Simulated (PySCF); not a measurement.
A structure optimised at PBE-D3(BJ)/def2-SVP, used in a PySCF frequency run:

```xyz
7

N      1.9647    -0.3076     0.0000
Si     0.2758    -0.0335     0.0000
Cl    -0.5073    -0.8940     1.7009
Cl    -0.5073    -0.8940    -1.7009
Cl    -0.3160     1.9553     0.0000
H      2.5017    -0.1111     0.8482
H      2.5017    -0.1111    -0.8482
```
Charge 0, spin multiplicity 1.

Write its SMILES, formula and point group.

N[Si](Cl)(Cl)Cl, Cl3H2NSi, Cs

What are its rotational constants (standard atomic weights)?

1.7803, 1.7024, 1.2629 GHz
